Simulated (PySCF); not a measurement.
Delta-SCF ions had no search for a lower state. Excitations are Tamm–Dancoff values on a coarser integration grid. The basis has no diffuse functions, so Rydberg states are missing or too high.

Z-matrix (Å, degrees):
```
C
H 1 1.1190
C 1 1.5411 2 108.02
H 3 1.0991 1 113.21 2 -47.35
C 3 1.5333 4 116.72 1 -117.69
H 5 1.1013 3 113.58 4 -63.62
H 5 1.1017 6 108.42 3 -127.10
C 5 1.5334 6 112.91 7 -126.96
H 8 1.0982 5 117.05 6 62.87
C 3 1.5363 4 114.04 1 124.39
H 10 1.1008 3 110.72 4 43.56
H 10 1.1012 11 106.85 3 122.22
C 8 1.5388 9 114.37 5 118.37
H 13 1.1006 8 110.35 9 -42.37
H 13 1.1009 14 106.88 8 -121.84
C 8 1.5405 9 112.88 13 123.26
H 16 1.1011 8 110.34 9 -79.20
B 1 1.5501 2 96.08 3 -124.72
H 18 1.2105 1 120.81 2 -88.67
H 18 1.2117 19 118.84 1 -174.85
S 16 1.8218 17 102.10 8 -122.75
H 21 1.3514 16 96.74 17 179.68
```
Charge 0, spin multiplicity 1.

Problem. What total energy, T1 excitation (TDA), vertical ionisation energy (Delta-SCF), S1 oscillator strength, dipole moment, S1 excitation (TDA), S1–T1 gap (TDA) and LUMO does PBE0-D3(BJ)/def2-TZVP // PBE0-D3(BJ)/def2-SVP in PySCF 2.14.0 give?

Solution. 
The total energy comes out as -18972.09 eV. The T1 excitation (TDA) comes out as 4.20 eV. The vertical ionisation energy (Delta-SCF) is 8.67 eV and the S1 oscillator strength is 0.002. The dipole moment is 2.03 D. The S1 excitation (TDA) is 4.30 eV, the S1–T1 gap (TDA) is 0.11 eV and the LUMO is -1.37 eV.
